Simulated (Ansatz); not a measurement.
Reaction (ligand exchange at a B–C bond): `BC[SiH](F)Cl` + `Cl[SiH]1N[SiH2]1` → `BN1[SiH2][SiH]1Cl` + `C[SiH](F)Cl`

Program: Ansatz. Geometries: PBE0-D4/def2-TZVP. ΔE: electronic, gas phase. CBS: MP2 limit from def2 TZ/QZ plus the TZ coupled-cluster correction, frozen cores. Functionals use def2-TZVPP. One conformer a species, not always the lowest.

`BC[SiH](F)Cl`:

```xyz
10

B     0.188    1.460   -0.560
C    -0.138    0.507    0.609
Si    0.039   -1.265    0.087
F    -0.457   -2.199    1.277
Cl   -1.130   -1.667   -1.538
H    -0.683    1.933   -1.227
H     1.327    1.704   -0.839
H    -1.158    0.597    0.994
H     0.585    0.580    1.432
H     1.426   -1.650   -0.234
```

`Cl[SiH]1N[SiH2]1`:

```xyz
8

Cl    2.605   -0.675    0.785
Si    1.047   -0.030   -0.394
N    -0.459   -0.818   -0.209
Si   -0.871    0.759    0.408
H     1.610    0.086   -1.757
H    -0.888   -1.719   -0.337
H    -1.883    1.535   -0.356
H    -1.162    0.861    1.861
```

`BN1[SiH2][SiH]1Cl`:

Cartesian coordinates in Å:
```
B -0.211 0.289 -1.715
N -0.066 0.078 -0.331
Si -1.032 -0.382 1.085
Si 1.116 0.179 0.948
Cl 2.637 -1.188 0.878
H 0.742 0.609 -2.368
H -1.289 0.152 -2.225
H -1.487 -1.793 1.109
H -2.132 0.547 1.443
H 1.722 1.508 1.175
```

`C[SiH](F)Cl`:

Z-matrix (Å, degrees):
```
C
Si 1 1.843
H 1 1.093 2 110.3
H 1 1.092 2 110.4 3 119.9
H 1 1.092 2 110.5 3 -120.1
F 2 1.594 1 109.4 3 60.6
Cl 2 2.046 1 110.3 3 178.7
H 2 1.477 1 114.2 3 -59.8
```

| level | ΔE (kcal/mol) |
| --- | --- |
| LDA (SPW92) | -23.7 |
| PBE | -24.0 |
| CCSD(T)/def2-SVP | -27.0 |
| HF/def2-TZVPP | -25.7 |

(1) What does CCSD(T)/CBS give? (An estimate is asked.)

Largest T1 diagnostic among the species: 0.013.

Answers

(1) Ansatz gave: -24.1 kcal/mol. The listed levels differ from it by 0.4, 0.1, -2.9, -1.6 kcal/mol.

At CCSD(T), def2-SVP lies −2.9 kcal/mol from the extrapolated value and def2-TZVPP −0.5 kcal/mol. Leaving LDA and LC-ωPBE aside and taking each functional with its dispersion term where it has one, the values, not all of them listed here, spread over 2.3 kcal/mol, from BLYP-D4 to PBE0-D4. In def2-TZVPP, CCSD(T) changes the Hartree–Fock value by +1.2 kcal/mol (the triples alone add −0.1 kcal/mol) and MP2 by +1.0 kcal/mol.
